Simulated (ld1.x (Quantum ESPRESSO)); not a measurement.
## As (Z = 33), RRKJ: configuration errors across variants

| Item | Value |
| --- | --- |
| Element | arsenic |
| Generator | ld1.x (Quantum ESPRESSO) 7.5 |
| Type | norm-conserving RRKJ (Kleinman–Bylander form) |
| Functional | PBEsol |
| Relativity | fully relativistic |
| Frozen core | [Ar] |
| Valence charge | 15 |
| Reference configuration | 3d10 4s2 4p1.5 (charge +1.5) |
| Partial waves | 4s (bound): rc 1.40 bohr; 4p (bound): rc 1.65 bohr; 3d (bound): rc 1.00 bohr |
| Local potential | the d channel |
| Core correction | a·sin(br)/r model core inside 0.95 bohr |

Open shells are filled in proportion to 2j + 1 (rel_dist='average').

All-electron excitation energies from the reference (eV): (1) 3d10 4s2 4p3 -16.965; (2) 3d10 4s2 4p2 -7.804; (3) 3d10 4s2 4p1 10.141; (4) 3d10 4s2 4p2.5 -13.406; (5) 3d10 4s2 4p3.3 -18.200.

Tests that are not counted but printed errors over 1 eV. “base”: 3d9 4s2 4p4 (solver errors, printed error -226 eV); 3d9 4s2 4p3 (pseudo-atom not self-consistent, printed error -2417 eV). “wave 3d (bound): rc 1.00 bohr becomes 3d (bound): rc 0.66 bohr”: 3d9 4s2 4p4 (solver errors, printed error -2325 eV); 3d9 4s2 4p3 (solver errors, printed error -2819 eV). “wave 3d (bound): rc 1.00 bohr becomes 3d (bound): rc 0.82 bohr”: 3d9 4s2 4p4 (solver errors, printed error -2404 eV); 3d9 4s2 4p3 (solver errors, printed error -141 eV). “wave 3d (bound): rc 1.00 bohr becomes 3d (bound): rc 0.92 bohr”: 3d9 4s2 4p4 (pseudo-atom not self-consistent, printed error -2420 eV); 3d9 4s2 4p3 (pseudo-atom not self-consistent, printed error -2418 eV). “wave 3d (bound): rc 1.00 bohr becomes 3d (bound): rc 1.12 bohr”: 3d9 4s2 4p4 (solver errors, printed error -176 eV); 3d9 4s2 4p3 (solver errors, printed error -2704 eV).

1 further variants failed, have other tests or too few solved ones, and are left out.

A true bound ghost makes a file unfit for plane-wave use even where its test errors are small: the radial tests pick states by their node count and pass the ghost by. Where a test does run into it, the solver fails or the error is huge.

The file “base” misses its own reference levels by 0.4 eV. The file “wave 3d (bound): rc 1.00 bohr becomes 3d (bound): rc 0.66 bohr” misses its own reference levels by 0.4 eV. The file “wave 3d (bound): rc 1.00 bohr becomes 3d (bound): rc 0.82 bohr” misses its own reference levels by 0.4 eV. The file “wave 3d (bound): rc 1.00 bohr becomes 3d (bound): rc 0.92 bohr” misses its own reference levels by 0.4 eV. The file “wave 3d (bound): rc 1.00 bohr becomes 3d (bound): rc 1.12 bohr” misses its own reference levels by 0.4 eV. The file “wave 3d (bound): rc 1.00 bohr becomes 3d (bound): rc 1.32 bohr” misses its own reference levels by 0.4 eV.

Errors AE − PS in meV (a dash: test not solved or not reliable):

```tsv
change	(1)	(2)	(3)	(4)	(5)	bound ghosts
base	+4.4	+0.7	+0.9	+2.3	+5.5	s, p3/2, p1/2
wave 3d (bound): rc 1.00 bohr becomes 3d (bound): rc 0.66 bohr	+8.5	+1.4	+2.0	+4.6	+11	s, p1/2, p3/2
wave 3d (bound): rc 1.00 bohr becomes 3d (bound): rc 0.82 bohr	+5.5	+0.8	+1.0	+2.8	+6.9	s, p3/2, p1/2
wave 3d (bound): rc 1.00 bohr becomes 3d (bound): rc 0.92 bohr	+4.7	+0.8	+0.9	+2.5	+6.0	s, p3/2, p1/2
wave 3d (bound): rc 1.00 bohr becomes 3d (bound): rc 1.12 bohr	+3.8	+0.6	+0.7	+1.9	+4.8	s, p3/2, p1/2
wave 3d (bound): rc 1.00 bohr becomes 3d (bound): rc 1.32 bohr	+1.9	+0.3	+0.4	+1.0	+2.4	s, p3/2, p1/2
```

(1) Give the same row for: wave 3d (bound): rc 1.00 bohr becomes 3d (bound): rc 1.24 bohr.

Answers

(1) +3.0, +0.5, +0.7, +1.6, +3.8; bound ghosts: s, p3/2, p1/2. Not counted: 3d9 4s2 4p4 (solver errors, printed error -2421 eV); 3d9 4s2 4p3 (solver errors, printed error -2568 eV).
